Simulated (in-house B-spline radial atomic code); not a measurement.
# Solving the quasi-particle equation for 4p up of Se II (Se+)

Configuration [Ar] 3d10 4s2 4p3, highest spin, start r2SCAN; correlation leaves out the 6 deepest shells, empty levels kept to 800 hartree. Computed with a B-spline radial code for spherical atoms: all electrons, scalar-relativistic (spin-free one-electron X2C), finite nucleus, each spin shell either full or empty, empty states to l = 9 with an (l + 1/2)⁻⁴ tail; G0W0 by contour deformation at full frequency.

At the mean-field level ε = -16.918 eV the matrix elements are Σx = -20.069 eV, v_xc = -15.68 eV and Σc(ε) = -0.313 eV, and the slope of the correlation self-energy is dΣc/dω = -0.0739. The quasi-particle energy solves E = ε + Σx − v_xc + Σc(E).

Problem. What does the linearised equation give?

Solution. Z = 1/(1 − dΣc/dω) = 1/1.0739 = 0.9312. The first-order shift is Σx − v_xc + Σc(ε) = -20.069 − (-15.68) + (-0.313) = -4.702 eV, so E ≈ ε + Z × shift = -16.918 + 0.9312 × (-4.702) = -21.297 eV.

Problem. How does that compare with the full solution and with static screening?

Solution. Solving the equation at full frequency dependence gives E = -21.265 eV, where Σc = 0.042 eV and the weight is 0.916; the linearised value is off by 32 meV. Leaving Z out would give -21.620 eV. Static COHSEX puts -1.812 eV in place of Σc and gives -23.119 eV, 1.85 eV deeper. The tabulated removal energy is 21.196 ± 0.01 eV (NIST, measured); the run leaves out spin-orbit coupling, Breit and QED terms.
